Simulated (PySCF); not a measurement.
**Two-component Hartree-Fock for Te(24+) (tellurium, charge +24)**

Start: [Ar] 3d10. Calculated with PySCF 2.14 in an uncontracted even-tempered set (19 s from 1.1 bohr⁻², ratio 2.6; 15 p from 1.4 bohr⁻², ratio 2.6; 10 d from 1.4 bohr⁻², ratio 2.6; 6 f from 1.4 bohr⁻², ratio 2.8): generalised Hartree-Fock with the X2C-1e Hamiltonian and a Gaussian nucleus; spin-orbit coupling (SO) screened by Boettger's factors.

```csv
spinor shell,electrons,"ε, screened SO (eV)",weight of nominal j (screened SO),"rms radius, screened SO (bohr)"
1s1/2,2,-32740.1,1.000,0.0318
2s1/2,2,-5747.4,1.000,0.129
2p1/2,2,-5424.6,1.000,0.112
2p3/2,4,-5146.3,1.000,0.117
3s1/2,2,-1739.2,1.000,0.338
3p1/2,2,-1605.8,1.000,0.330
3d3/2,4,-1320.6,1.000,0.310
3d5/2,6,-1309.1,1.000,0.313
```

**Question.** Where does 3p3/2 lie, and what is the 3p spin-orbit splitting (screened SO)?

**Answer.** At -1550.5 eV, 55.390 eV above 3p1/2.

| quantity | screened SO |
| --- | --- |
| E (hartree) | -6524.59996 |
| M_J | 0 |
| ⟨J²⟩ | 0.000 |
| ⟨L²⟩ | 0.013 |
| ⟨S²⟩ | 0.013 |

Breit and QED terms are absent; they matter most for the inner s and p1/2 levels.

Densities and radii are taken from the X2C orbitals without a picture-change correction, which distorts them close to the nucleus.
